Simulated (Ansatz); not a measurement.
`F[CH]1[S][GeH2]1`, charge 0, multiplicity 1.

(1) Give a relaxed structure at PBE0-D4/def2-TZVP (Ansatz 0.2.0). (Best estimate.)

Results:

(1) The calculation gave: 
```xyz
7

F    -0.460    1.489   -1.254
C    -0.557    0.774   -0.097
S    -1.488   -0.785   -0.219
Ge    0.674   -0.701    0.200
H    -0.874    1.422    0.715
H     1.116   -1.097    1.607
H     1.590   -1.102   -0.951
```
